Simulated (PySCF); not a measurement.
# EPR parameters of C6H8NO

Species: C₆H₈NO (doublet state).
Z-matrix (Å and degrees, GFN2-xTB geometry), rows numbered from 1:
```
O 
C   1  1.2084
N   2  1.2923  1  132.44
C   3  1.3619  2  134.50  1   164.94
C   4  1.5407  3  119.88  2   -83.85
C   5  1.4656  4   60.53  3   113.23
C   6  1.4770  4  134.92  5  -131.66
C   6  1.4738  4  136.86  5   133.14
H   2  1.1350  1  116.66  3  -175.02
H   4  1.0876  3  112.94  2   133.33
H   5  1.0806  4  116.18  6  -109.24
H   5  1.0802  4  117.04  6   110.04
H   7  1.0800  6  118.88  8   106.67
H   7  1.0806  6  118.30  8  -108.30
H   8  1.0809  6  118.26  7   108.74
H   8  1.0819  6  119.54  7  -106.02
```

The hyperfine couplings belong to this conformer and change with its torsions.

The species is `O=C[N][C@H]1CC12CC2` [radical].

Computed with PySCF, UKS B3LYP, pcH-1 on C H N O, non-relativistic, mean-field spin-orbit, GIAO. The structure is a single GFN2-xTB conformer in the gas phase; no vibrational or solvent corrections. A GFN2-xTB geometry isn't a minimum of the functional, and hyperfine couplings can be far from their values at a DFT geometry. The frame is twisted about the C2–N3 bond at this geometry (dihedral H9–C2–N3–C4 = -20°); couplings at other torsion angles weren't computed. No stability test was run, so a lower SCF solution isn't excluded.

- g1, g2, g3: 2.00259, 2.00372, 2.00588
- g_iso: 2.00406
- Form of g: rhombic: the two nearest values differ by 34 % of g3 − g1
- ⟨S²⟩: 0.7567 (exact 0.7500)
- HOMO–LUMO gap, α and β orbitals: 7.41, 2.66 eV
- Total energy: -363.30520 Eh
- Basis functions: 280

Isotropic coupling and dipolar principal values T1 to T3, in MHz:

| atom | isotope | a_iso | T1 | T2 | T3 | Mulliken spin population |
| --- | --- | --- | --- | --- | --- | --- |
| O1 | 17O | -8.2 | -41.2 | 16.8 | 24.4 | 0.11 |
| C2 | 13C | -34.4 | -12.8 | -0.6 | 13.4 | -0.05 |
| N3 | 14N | 40.8 | -31.7 | -30.2 | 61.9 | 0.64 |
| C4 | 13C | -18.8 | -7.0 | -4.0 | 11.1 | -0.02 |
| C5 | 13C | 38.4 | -9.3 | -9.3 | 18.6 | 0.08 |
| C6 | 13C | 33.0 | -10.3 | -9.9 | 20.2 | 0.09 |
| C7 | 13C | 3.3 | -3.1 | -2.3 | 5.4 | 0.02 |
| C8 | 13C | 2.5 | -2.1 | -0.9 | 3.0 | 0.01 |
| H9 | 1H | 224.1 | -6.1 | -0.3 | 6.3 | 0.12 |
| H10 | 1H | -3.6 | -5.3 | -2.2 | 7.5 | 0.00 |
| H11 | 1H | -2.9 | -6.0 | -0.6 | 6.6 | 0.00 |
| H12 | 1H | 10.3 | -4.9 | -1.7 | 6.5 | 0.00 |
| H13 | 1H | 4.5 | -2.0 | -1.2 | 3.2 | 0.00 |
| H14 | 1H | 1.3 | -2.2 | -0.6 | 2.8 | 0.00 |
| H15 | 1H | 2.8 | -1.7 | -0.6 | 2.2 | 0.00 |
| H16 | 1H | 17.0 | -3.0 | 0.0 | 3.0 | 0.00 |

Largest spin populations (Mulliken): N3 (+0.64), H9 (+0.12), O1 (+0.11) and C6 (+0.09). N3 is the only atom above +0.15.

Under fast tumbling the dipolar parts average out, and these isotropic splittings remain (the largest six): 1 × 1H (H9, I = 1/2, 2 lines) with 7.99 mT, 1 × 14N (N3, I = 1, 3 lines) with 1.45 mT, 1 × 1H (H16, I = 1/2, 2 lines) with 0.61 mT, 1 × 1H (H12, I = 1/2, 2 lines) with 0.37 mT, 1 × 1H (H13, I = 1/2, 2 lines) with 0.16 mT and 1 × 1H (H10, I = 1/2, 2 lines) with 0.13 mT.

The 17O coupling of O1 (-8.2 MHz) shows only in satellite lines or after enrichment, since that isotope makes up about 0.038 % of natural oxygen.

The 13C coupling of C5 (38.4 MHz) shows only in satellite lines or after enrichment, since that isotope makes up about 1.07 % of natural carbon.

β density exceeds α density at some nuclei, such as C2 (-0.0306) and C4 (-0.0167), spin density in bohr⁻³. In a single determinant that takes different orbitals for the two spins, that is spin polarisation.
